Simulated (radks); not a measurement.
The rubidium ion Rb4+, 33 electrons, occupied as [Ar] 3d10 4s2 4p3. All-electron calculation, Dirac Kohn-Sham, PBE, spin-unpolarised, spherical densities, point nucleus; open shells fill j = l - 1/2 first. Program: a radial shooting solver on a logarithmic mesh with Libxc functionals.

Spin-orbit splittings of the eigenvalues, e(l+1/2) - e(l-1/2), with zeta = 2 splitting/(2l+1) and mean radii in bohr:

| shell | occ. | splitting (eV) | zeta (eV) | <r> j=l-1/2 | <r> j=l+1/2 |
|---|---|---|---|---|---|
| 2p | 6 | 60.80 | 40.54 | 0.1522 | 0.1563 |
| 3p | 6 | 9.156 | 6.104 | 0.5109 | 0.5212 |
| 3d | 10 | ? | ? | 0.5205 | 0.5242 |
| 4p | 3 | 1.178 | 0.7851 | 1.502 | 1.526 |

Estimate the 3d splitting.

Answer. 1.561 eV (zeta = 0.6243 eV).
